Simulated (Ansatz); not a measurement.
Two structures of SnPH7O, singlet, reached by relaxing down either side of one saddle point (PBE0-D4/def2-TZVP). Energies are electronic, without zero-point energy. Program: Ansatz 0.2.0. Basis: def2-TZVPP and def2-QZVPP. Cores are frozen in the correlated methods. Filled d shells of the heavier atoms are correlated. Core potentials replace the inner electrons of the atoms past krypton. The def2 sets are not built for correlating such inner shells, so the correlated values are less sure here. Extrapolation: Hartree–Fock as exp(−7.88 √X), correlation as X^−2.97. First:

Sn1  (-0.823, 1.439, -0.666)
O2  (0.667, 1.062, 0.580)
H3  (-0.495, 0.682, -2.158)
H4  (-0.860, 3.143, -0.845)
H5  (-2.217, 0.845, 0.099)
H6  (0.408, -1.753, 1.709)
P7  (0.206, -1.933, 0.320)
H8  (1.346, 1.739, 0.556)
H9  (0.183, -3.352, 0.400)
H10  (1.584, -1.872, 0.004)
(Å)

Second:

| atom | x (Å) | y (Å) | z (Å) |
| --- | --- | --- | --- |
| Sn1 | -0.7131 | 0.3875 | -0.9644 |
| O2 | 0.8303 | 0.6634 | 1.7763 |
| H3 | -1.5589 | 0.1925 | -2.4453 |
| H4 | 0.6348 | 1.3949 | -1.2525 |
| H5 | -1.7792 | 1.1580 | 0.1264 |
| H6 | 0.2400 | 0.5711 | 2.5282 |
| P7 | -0.0755 | -1.8699 | -0.0915 |
| H8 | 1.1882 | 1.5523 | 1.8382 |
| H9 | 1.3113 | -1.5794 | -0.1355 |
| H10 | -0.0781 | -2.4705 | -1.3800 |

Problem. Which bonds change from the first to the second?

Solution. SnH₄O ([OH][SnH3]) + PH₃ → SnPH₅ ([PH2][SnH3]) + H₂O; bonds formed: Sn1–P7, O2–H6; bonds broken: Sn1–O2, H6–P7.

Problem. Give the saddle point's structure and its height above each. (Judge from chemistry; the value comes from the calculation.)

Solution. By the calculation: 136.3 kJ/mol above the first and 161.1 kJ/mol above the second (CCSD(T) at an estimated basis limit (MP2 extrapolated from triple and quadruple zeta, plus CCSD(T) − MP2 in triple zeta)).
```csv
atom,x (Å),y (Å),z (Å)
Sn1,-0.7840,0.9979,-0.6474
O2,0.5226,0.7869,1.0196
H3,-0.1354,0.4942,-2.1336
H4,-0.6619,2.7112,-0.5544
H5,-2.3381,0.4977,-0.2054
H6,0.5546,-0.3296,0.7676
P7,-0.0142,-1.8893,-0.0688
H8,1.3814,1.2303,0.9930
H9,0.1261,-2.4091,1.2467
H10,1.3489,-2.0902,-0.4173
```

The T1 diagnostic stays at or below 0.015.

Labels in which every atom is bracketed show which atoms are joined, not bond orders.

For scale, one of the runs: CCSD(T)/def2-TZVPP, 221 basis functions, launched by `ansatz run in.yaml --threads 4 --pin off --events-out ev --progress --plain --max-ram 9574MiB`. Time: 66 s of wall clock on 4 CPU threads of an Intel Xeon Platinum 8375C; the host was shared. Peak host memory: 3.7 GiB.
